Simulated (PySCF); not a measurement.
Molecule: SMILES C1CCC([N+]#[C-])CC1, C7H11N.

Bonds (- single, = double, # triple, : aromatic): C1#N2, N2-C3, C3-C4, C4-C5, C5-C6, C6-C7, C7-C8, C8-C3. C3 carries H9; C4 carries H10, H11; C5 carries H12, H13; C6 carries H14, H15; C7 carries H16, H17; C8 carries H18, H19. Formal charges: C1 -1, N2 +1. H10, H13, H14, H16, H18 are cis to N2 on the ring; H11, H12, H15, H17, H19 are trans to N2 on the ring.

Geometry PBE0-D3(BJ)/def2-SVP throughout; GIAO in PySCF, gas phase, one conformer, non-relativistic; equivalent atoms averaged; basis pcSseg-1.

(1) How do the shifts δ (against TMS, NH3 at the same level) depend on the functional? (a selection of nuclei; ppm; last column core-seconds on shared hosts with different chips, so compare them loosely)

(2) Which nucleus among those listed moves most, in ppm?

## Answers

(1) 
```csv
functional,kind,C1,C4/C8,C5/C7,N2,H9,H15,H10/H18,H12/H17,H14,core-s
BLYP,GGA,172.0,40.5,30.4,210.0,3.08,1.60,1.41,1.23,1.15,34
BP86,GGA,171.5,38.6,28.9,206.3,3.10,1.58,1.41,1.21,1.13,36
OPBE,GGA,164.9,35.6,27.3,196.5,3.09,1.52,1.43,1.21,1.14,35
B97-D,GGA,165.9,38.5,29.1,198.1,3.10,1.58,1.43,1.23,1.16,43
PBE0,global hybrid,179.5,36.8,26.9,207.6,2.96,1.50,1.35,1.13,1.07,57
mPW1PW91,global hybrid,179.2,36.6,26.8,206.7,2.95,1.49,1.35,1.12,1.07,22
WP04,global hybrid,175.9,37.4,28.6,191.4,2.92,1.40,1.38,1.08,1.06,22
CAM-B3LYP,range-separated hybrid,184.0,37.5,27.0,212.0,2.90,1.49,1.34,1.11,1.06,29
```

(2) N2 (isocyanide nitrogen): from 191.4 ppm with WP04 to 212.0 ppm with CAM-B3LYP. The smallest spread is 0.09 ppm, at H10/H18. Proton shifts span only some 12 ppm, so a few tenths of a ppm matter as much there as several ppm in carbon.
